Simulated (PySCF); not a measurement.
C₂H₆BFO₂.

```xyz
12

C      1.7067    -0.7965     0.2057
C      0.4816    -0.0248     0.6718
F      0.8223     1.3434     0.7694
B     -0.7795    -0.1416    -0.3073
O     -1.2757     0.9840    -0.8704
O     -1.3707    -1.3295    -0.6108
H      1.4873    -1.8755     0.1518
H      2.0203    -0.4656    -0.7968
H      2.5530    -0.6569     0.8961
H      0.2093    -0.3504     1.6945
H     -0.7621     1.7487    -0.5703
H     -0.9704    -2.0912    -0.1783
```

The structure is a stationary point at B3LYP-D3(BJ)/def2-SVP. The structure was generated by enumeration; whether it is a known compound was not checked. One conformer was computed; it need not be the lowest.

Level of theory: PBE/pcSseg-1 (PySCF). Non-relativistic, no solvent.

Task: Give the absolute GIAO shielding of each atom: isotropic value and principal components (ppm). (The exact figures need the calculation; the answer reports its results.)

Result: 
| atom | σ(iso) | σ11 | σ22 | σ33 | span |
|---|---|---|---|---|---|
| C1 | 160.1 | 141.6 | 160.5 | 178.2 | 36.6 |
| C2 | 92.8 | 48.7 | 65.9 | 163.9 | 115.2 |
| F3 | 394.0 | 373.3 | 386.8 | 422.0 | 48.7 |
| B4 | 66.0 | 49.0 | 57.7 | 91.3 | 42.3 |
| O5 | 194.1 | 42.5 | 230.4 | 309.4 | 266.8 |
| O6 | 206.9 | 86.1 | 245.2 | 289.5 | 203.4 |
| H7 | 30.4 | 26.3 | 29.2 | 35.7 | 9.4 |
| H8 | 29.9 | 26.6 | 28.3 | 34.6 | 8.1 |
| H9 | 29.5 | 25.9 | 27.3 | 35.2 | 9.3 |
| H10 | 26.9 | 23.6 | 27.0 | 30.0 | 6.3 |
| H11 | 25.7 | 18.6 | 27.0 | 31.6 | 13.0 |
| H12 | 27.9 | 22.2 | 26.8 | 34.7 | 12.5 |
